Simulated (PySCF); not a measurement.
A structure optimised at r2SCAN-D4/def2-SVP, used in a PySCF frequency run:

```xyz
9

C      0.2372    -1.1476     0.0000
C     -1.0133    -0.5647     0.0000
N     -0.7716     0.7906     0.0000
C      0.5840     0.9626     0.0000
N      1.2181    -0.1892     0.0000
H      0.4770    -2.2113     0.0000
H     -2.0213    -0.9740     0.0000
H     -1.4735     1.5220     0.0000
H      1.0449     1.9515     0.0000
```
Charge 0, spin multiplicity 1.

### Question
Write its SMILES, formula and point group.

### Answer
c1c[nH]cn1, C3H4N2, Cs

### Question
What are its rotational constants (standard atomic weights)?

### Answer
9.7475, 9.3498, 4.7723 GHz
